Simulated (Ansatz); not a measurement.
A nudged elastic band was laid between two geometries of C2H8AlFOSi (14 atoms, charge 0, multiplicity 1).

All numbers below come from RKS PBE-D4/STO-3G in Ansatz.

```json
{"movable images": "7", "climbing image": "yes", "spring": "5.0 eV/Å²", "optimiser": "quadratic models (default)", "start path": "through a guess of the saddle point", "force threshold": "0.03 eV/Å", "iteration limit": "51", "end points": "relaxed"}
```

Image 0:

```xyz
14
Properties=species:S:1:pos:R:3
C -1.516 1.308 -0.079
O -2.293 0.100 0.133
Si -1.169 -1.253 0.366
F -2.069 -2.535 -0.190
Al 0.794 -0.677 -0.762
C 2.309 -0.011 0.217
H -2.182 2.097 -0.502
H -1.049 1.734 0.851
H -0.652 1.182 -0.815
H -1.053 -1.470 1.825
H 0.925 -0.882 -2.259
H 2.085 0.247 1.265
H 3.122 -0.759 0.238
H 2.735 0.891 -0.258
```

Image 8:

```xyz
14
Properties=species:S:1:pos:R:3
C -1.474 1.375 0.514
O -1.905 0.402 -0.488
Si -1.215 -1.170 -0.074
F -2.037 -2.154 -1.135
Al 1.108 -1.320 -0.236
C 2.200 0.243 -0.492
H -1.931 2.357 0.250
H -1.801 1.129 1.560
H -0.362 1.533 0.555
H -1.703 -1.489 1.290
H 1.788 -2.672 -0.120
H 1.685 1.047 -1.045
H 2.498 0.674 0.482
H 3.135 0.017 -1.032
```

Problem. Which bonds break or form, and what moves?

Solution. No bond is made or broken. The dihedral H10–Si3–Al5–C6 goes from -18 to -111°.

Problem. What energy profile does the band end with?

Solution. It converged. The highest image is number 8 of 0 to 8, 2.1 kJ/mol above the first end and 0.0 kJ/mol above the last; the last end lies 2.1 kJ/mol above the first. The highest image is an end point: on this band no image between the ends rises above it. Limits of this set-up: minimal basis.

```csv
image,path coordinate (Å),energy (kJ/mol),dihedral H10–Si3–Al5–C6 (°)
0,0.00,0.0,-18
1,0.77,0.9,-30
2,1.54,1.5,-39
3,2.30,1.2,-47
4,3.07,1.3,-60
5,3.84,1.6,-71
6,4.61,1.8,-84
7,5.37,2.0,-97
8,6.12,2.1,-111
```

Time of the run: 2.7 min on 1 thread of Arm Neoverse V1 (shared host), peak memory 0.11 GiB.
